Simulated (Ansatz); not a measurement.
`CS[Si]O`, charge 0, multiplicity 1.

(1) Give a relaxed structure at PBE0-D4/def2-TZVP (Ansatz). (Estimate.)

Results:

(1) Ansatz gave: 
Z-matrix (Å, degrees):
```
C
S 1 1.813
H 1 1.091 2 111.2
H 1 1.089 2 107.4 3 118.2
H 1 1.091 2 111.2 3 -123.6
Si 2 2.160 1 107.1 3 61.7
O 6 1.651 2 103.8 1 -0.0
H 7 0.961 6 121.8 2 0.0
```
Point group Cs.
